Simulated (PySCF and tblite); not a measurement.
Results of a calculation; reference values are marked as such.
System: C7H11N, numbered as in [CH2:1]=[CH:2][CH2:3][C:4]1=[CH:5][CH2:6][N:7]1[CH3:8].

For the pyramidal inversion at N7: electronic barrier 4.97 kcal/mol, zero-point change -0.70 kcal/mol, thermal and entropy terms at 400 K a further 0.17 kcal/mol (symmetry numbers apart). The minimum is C1, the saddle C1. The path came from a restrained scan, a climbing-image band and a saddle search at GFN2-xTB; energies are PBE0/pcSseg-1 + D3(BJ)//GFN2-xTB, thermal terms GFN2-xTB. Rates follow Eyring's equation with the number of equivalent paths and no tunnelling. Programs: tblite and PySCF.

**Question.** How many equivalent paths lead out of the minimum?

**Answer.** 1: the symmetry number of the minimum is 1, that of the saddle displaced along its mode 1.

**Question.** Work out the rate at 400 K.

**Answer.** ΔG‡ = 4.44 kcal/mol; k_B T/h = 8.3×10¹² s⁻¹; exp(−ΔG‡/RT) = 0.0038; times 1 gives k = 3.1×10¹⁰ s⁻¹. Wigner's tunnelling factor for the 226i cm⁻¹ mode would be 1.03.
